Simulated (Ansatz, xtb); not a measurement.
## C4H3NOS: which of two isomers lies lower

Structure a is `O=Cc1cncs1`, a singlet and structure b is `O=Cc1cnsc1`, a singlet. Both are isolated molecules in the gas phase, relaxed with r2SCAN-D4/def2-SVP; the shapes shown needn't be the lowest conformers.

a (Å):

| atom | x (Å) | y (Å) | z (Å) |
| --- | --- | --- | --- |
| C | -2.8026 | -0.4866 | 1.9857 |
| C | -1.3853 | -0.3709 | 1.6551 |
| C | -0.2968 | -0.9162 | 2.3187 |
| C | 0.7930 | 0.1029 | 0.7196 |
| N | 0.9229 | -0.6451 | 1.7866 |
| O | -3.7039 | 0.0217 | 1.3541 |
| S | -0.8276 | 0.5330 | 0.2837 |
| H | -2.9946 | -1.1051 | 2.9028 |
| H | -0.3771 | -1.5324 | 3.2189 |
| H | 1.6379 | 0.4513 | 0.1184 |

b (Å):

```xyz
10

C    -0.8968   -1.0298    2.4470
C     0.2569   -0.5901    1.6477
C     1.3767   -1.4167    1.3102
C     0.4271    0.6765    1.1104
N     2.3254   -0.8640    0.5871
O    -1.0123   -2.1470    2.9011
S     1.9076    0.7263    0.2656
H    -1.6815   -0.2440    2.6129
H     1.4755   -2.4622    1.6198
H    -0.2458    1.5335    1.1872
```

Quicker runs give these differences E(b) − E(a): GFN2-xTB +2.8 kcal/mol; HF/STO-3G +4.5 kcal/mol (at GFN2-xTB geometries); r2SCAN-D4/def2-SVP//GFN2-xTB +6.7 kcal/mol.

Problem. Estimate E(b) − E(a) at the level CCSD(T)/def2-SVP + ΔMP2/def2-TZVPP.

Solution. Calculated at CCSD(T)/def2-SVP + ΔMP2/def2-TZVPP: E(b) − E(a) = +2.7 kcal/mol, so structure a lies lower.

Level by level:

```csv
level,geometry,E(b) − E(a) (kcal/mol),departure from the last row (kcal/mol),"job, with rough time for the two"
GFN2-xTB,GFN2-xTB,+2.8,+0.1,"optimisation, 0.23 s"
HF/STO-3G,GFN2-xTB,+4.5,+1.8,"single point, 0.74 s"
r2SCAN-D4/def2-SVP//GFN2-xTB,GFN2-xTB,+6.7,+4.0,"single point, 4.1 s"
r2SCAN-D4/def2-SVP,r2SCAN-D4/def2-SVP,+6.2,+3.5,"optimisation, 32 s"
HF/def2-SVP,r2SCAN-D4/def2-SVP,+6.6,+3.9,part of the CCSD(T) run
MP2/def2-SVP,r2SCAN-D4/def2-SVP,+6.0,+3.3,part of the CCSD(T) run
CCSD(T)/def2-SVP,r2SCAN-D4/def2-SVP,+5.8,+3.1,single point
CCSD(T)/def2-SVP + ΔMP2/def2-TZVPP,r2SCAN-D4/def2-SVP,+2.7,,"single point, 57 s"
```

As drawn, b has 1 C∷C, 1 N∷S in place of 1 C∷N, 1 C∷S (∷ is an aromatic bond).

None of the levels shown reverses the order. The largest departure from CCSD(T)/def2-SVP + ΔMP2/def2-TZVPP is that of r2SCAN-D4/def2-SVP//GFN2-xTB, 4.0 kcal/mol. The last row adds to CCSD(T) the change of the MP2 difference between the two basis sets, here −3.1 kcal/mol, a large step that makes the value less sure.

With thermal terms from frequencies at re-optimised GFN2-xTB minima (ideal gas, soft modes damped towards free rotors, one conformer each, 298.15 K, 1 atm): on the last row, ΔE + ΔZPE = +2.7, ΔH = +2.6, ΔG = +2.7 kcal/mol.

The correlated steps freeze 11 core orbitals. Run with Ansatz 0.2.0, xtb 6.7.1; the last row on 2 threads of Intel(R) Xeon(R) Processor on a shared host.
